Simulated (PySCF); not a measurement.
Fe²⁺ (iron, charge +2): UHF calculation

Configuration: [Ar] 3d5 4s1, high-spin 7S determinant (an excited configuration). Calculation: PySCF 2.14, in aug-cc-pwCVTZ (10s9p7d4f3g, 127 functions); no relativity, point nucleus.

- Total energy: -1261.564939 hartree
- One-electron energy: -1720.9460 hartree
- Hartree (Coulomb) energy: 513.3303 hartree
- Exchange energy: -53.9492 hartree
- Kinetic energy: 1261.60024 hartree
- ⟨S²⟩: 12.0008
- ⟨L²⟩: 0.000
- Sum of ⟨r⟩: 16.16 bohr
- Sum of ⟨r²⟩: 20.04 bohr²
- Density at the nucleus (Gaussians lack the cusp): 11800 bohr⁻³
- Spin density at the nucleus: 6.61 bohr⁻³
- Langevin diamagnetic susceptibility: -15.9 ×10⁻⁶ cm³/mol

| shell | electrons | mean orbital energy (eV) | rms radius, mean of both spins (bohr) |
| --- | --- | --- | --- |
| 1s α | 1 | -7138.3 | 0.0685 |
| 1s β | 1 | -7138.2 | 0.0685 |
| 2s α | 1 | -897.95 | 0.292 |
| 2s β | 1 | -893.16 | 0.292 |
| 2p α | 3 | -774.69 | 0.261 |
| 2p β | 3 | -770.18 | 0.261 |
| 3s α | 1 | -145.45 | 0.871 |
| 3s β | 1 | -132.32 | 0.871 |
| 3p α | 3 | -107.35 | 0.924 |
| 3p β | 3 | -91.906 | 0.924 |
| 3d α | 5 | -44.974 | 1.09 |
| 4s α | 1 | -25.916 | 2.62 |

Spin-orbit constants ζ (cm⁻¹) from the X2C one-electron operator on these orbitals (non-relativistic here): bare nucleus, nucleus screened by l(l+1)(2l+1)/3 electrons, and screened by the Breit-Pauli mean field of the electrons.

```csv
shell,bare,screened nucleus,mean field
2p,67790,62580,n/a
3p,8431,7782,n/a
3d,852.9,524.9,n/a
```
